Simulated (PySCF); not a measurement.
SiHMe3, C3H10Si.
Cartesian coordinates in Å at the PBE0-D3(BJ)/def2-SVP level; atoms count from 1:
```
atom  x, y, z in Å
Si1    0.0062   -0.0033    0.4979
H2     0.0258    0.0005    1.9992
C3     1.7809   -0.0147   -0.1300
H4     2.3454    0.8481    0.2576
H5     1.8029    0.0345   -1.2307
H6     2.3087   -0.9307    0.1778
C7    -0.8837    1.5448   -0.0982
H8    -1.9275    1.5616    0.2524
H9    -0.8959    1.5906   -1.1991
H10   -0.3893    2.4566    0.2719
C11   -0.9041   -1.5416   -0.0936
H12   -1.9465   -1.5467    0.2620
H13   -0.4189   -2.4607    0.2706
H14   -0.9234   -1.5830   -1.1947
```

Level of theory: delta-SCF UKS SCAN, pcX-2 on the ionised atom, pcseg-1 elsewhere, spin-free X2C in PySCF. These are vertical core ionisation energies against the vacuum level, from separate self-consistent calculations with and without the core hole.

One binding energy is withheld.

```csv
atom(s),bonded to,level,binding energy (eV)
C3/C7/C11,3 H and Si,C 1s,289.97
Si1,3 C and H,Si 1s,1845.82
Si1,3 C and H,Si 2p3/2,?
```

**Question.** What is the Si 2p3/2 binding energy of Si1?

**Answer.** 106.01 eV (silicon bonded to 3 C and H), with 2p1/2 at 106.64 eV.

**Question.** Which photon energy gives electrons from Si 2p3/2 of Si1 a kinetic energy of 200 eV, and what is their de Broglie wavelength?

**Answer.** hν = 106.01 + 200 = 306.01 eV, recoil neglected; λ = 12.264 Å/√(E/eV) = 0.87 Å.

Atoms equivalent by their bonding share one computed value, that of the first of them. The 2p values add to the ΔSCF energy of one spin-free hole a correction within the shell (spin–orbit coupling, ligand field). 2p1/2 minus 2p3/2 (ligand field included): Si 0.62 eV. Geometry: PBE0-D3(BJ)/def2-SVP; no solvent, vibrations or thermal averaging.

Hardware: one thread, Intel Xeon at 2.50 GHz (x86_64), no GPU, shared host. Cost: 31 s of wall time, 0.46 GiB resident at most.
